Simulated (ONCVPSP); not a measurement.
PBEsol ONCV dataset for silicon, scalar-relativistic all-electron reference.

| Item | Value |
| --- | --- |
| Element | silicon |
| Generator | ONCVPSP 4.0.1 |
| Type | optimised norm-conserving Vanderbilt (ONCV) |
| Functional | PBEsol |
| Relativity | scalar-relativistic |
| Frozen core | [Ne] |
| Valence charge | 4 |
| Reference configuration | 3s2 3p1 (charge +1) |
| Partial waves | 3s: rc 1.70 bohr, ncon 3, nbas 7, qcut 4.2 1/bohr, 2 projectors, debl 2.7 Ha; 3p: rc 2.00 bohr, ncon 5, nbas 9, qcut 4 1/bohr, 2 projectors, debl 1.1 Ha; d scattering state at 0.45 Ha: rc 2.00 bohr, ncon 4, nbas 7, qcut 4.1 1/bohr, 2 projectors, debl 3.7 Ha |
| Local potential | polynomial inside 1.30 bohr (lpopt 4, dvloc0 0 Ha) |
| Core correction | none |

Poles of the logarithmic derivatives, all-electron (AE) and pseudo (PS). s: poles at 1.7 (AE) and 1.7 (PS) Ha. p: poles at 1.1 (AE) and 1.1 (PS) Ha. d: poles at 1.4 (AE) and 1.4 (PS) Ha. Test radii: s 1.73, p 2.03, d 2.03 bohr.

* Cutoffs needed: 7.6 Ha and 15 Ha (the cutoffs (Ha) at which the residual kinetic energy of the hardest occupied pseudo-wave falls to 1 and 0.1 mHa per electron) The cutoffs count occupied waves only; projector 2 of the d channel, the hardest unoccupied one, needs 51 Ha at the loose tolerance.
* Ghost test: no bound ghost flagged but for a GHOST(-) flag that falls on a real empty level of the atom; GHOST(+) flagged for s at 156.2 eV
* Largest excitation error: +54 meV (all-electron minus pseudo) for 3s1 3p0, out of 4 test configurations
